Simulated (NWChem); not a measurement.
System meant: CH7Si2, doublet; SMILES [SiH2]C[SiH3]

Input file for NWChem:

```
start job
memory heap 200 mb stack 900 mb global 1100 mb
geometry units angstroms noautoz
  Si     0.229957    -1.638637     0.095793
  C     -0.802102    -0.053628    -0.046073
  Si     0.187910     1.556079     0.032221
  H     -0.626177    -2.863082     0.125101
  H      1.207591    -1.752304    -1.026828
  H     -1.358940    -0.081927    -0.994283
  H     -1.548159    -0.048638     0.758833
  H     -0.706828     2.736984    -0.121869
  H      1.203192     1.596775    -1.055604
  H      0.894006     1.670932     1.337230
end
basis spherical
  Si library def2-svp
  C library def2-svp
  H library def2-svp
end
dft
  odft
  mult 3
  xc b3lyp
  iterations 150
  mulliken
end
task dft energy
```

End of the output:

```
 ==============================================================================
                                 internuclear angles
 ------------------------------------------------------------------------------
        center 1       |       center 2       |       center 3       |  degrees
 ------------------------------------------------------------------------------
    2 C                |   1 Si               |   4 H                |   111.99
    2 C                |   1 Si               |   5 H                |   111.33
    4 H                |   1 Si               |   5 H                |   109.12
    1 Si               |   2 C                |   3 Si               |   115.04
    1 Si               |   2 C                |   6 H                |   108.57
    1 Si               |   2 C                |   7 H                |   108.59
    3 Si               |   2 C                |   6 H                |   108.82
    3 Si               |   2 C                |   7 H                |   108.76
    6 H                |   2 C                |   7 H                |   106.75
    2 C                |   3 Si               |   8 H                |   110.86
    2 C                |   3 Si               |   9 H                |   110.49
    2 C                |   3 Si               |  10 H                |   110.51
    8 H                |   3 Si               |   9 H                |   108.20
    8 H                |   3 Si               |  10 H                |   108.33
    9 H                |   3 Si               |  10 H                |   108.37
 ------------------------------------------------------------------------------
                            number of included internuclear angles:         15
 ==============================================================================

 Summary of "ao basis" -> "" (spherical)
 ------------------------------------------------------------------------------
       Tag                 Description            Shells   Functions and Types
 ---------------- ------------------------------  ------  ---------------------
 Si                         def2-svp                 8       18   4s3p1d
 C                          def2-svp                 6       14   3s2p1d
 H                          def2-svp                 3        5   2s1p

                                 NWChem DFT Module
                                 -----------------

 Summary of "ao basis" -> "ao basis" (spherical)
 ------------------------------------------------------------------------------
       Tag                 Description            Shells   Functions and Types
 ---------------- ------------------------------  ------  ---------------------
 Si                         def2-svp                 8       18   4s3p1d
 C                          def2-svp                 6       14   3s2p1d
 H                          def2-svp                 3        5   2s1p

  number of electrons :                   41
  multiplicity        :                    3
 ------------------------------------------------------------------------
  no. of electrons and multiplicity not compatible                  41
 ------------------------------------------------------------------------
 ------------------------------------------------------------------------
  current input line :
    27: task dft energy
 ------------------------------------------------------------------------
 ------------------------------------------------------------------------
 There is an error in the input file
 ------------------------------------------------------------------------
 For more information see the NWChem manual at https://nwchemgit.github.io

0: no. of electrons and multiplicity not compatible:Received an Error in Communication
```

Question: What is wrong, and how is it mended?

Answer: The program refused the input. Cause: the multiplicity doesn't fit the number of electrons (an even count wants an odd multiplicity, and the reverse). This input runs:
```
start job
memory heap 200 mb stack 900 mb global 1100 mb
geometry units angstroms noautoz
  Si     0.229957    -1.638637     0.095793
  C     -0.802102    -0.053628    -0.046073
  Si     0.187910     1.556079     0.032221
  H     -0.626177    -2.863082     0.125101
  H      1.207591    -1.752304    -1.026828
  H     -1.358940    -0.081927    -0.994283
  H     -1.548159    -0.048638     0.758833
  H     -0.706828     2.736984    -0.121869
  H      1.203192     1.596775    -1.055604
  H      0.894006     1.670932     1.337230
end
basis spherical
  Si library def2-svp
  C library def2-svp
  H library def2-svp
end
dft
  odft
  mult 2
  xc b3lyp
  iterations 150
  mulliken
end
task dft energy
```
It converges to -621.07789 Ha (B3LYP/def2-SVP, spin-unrestricted).
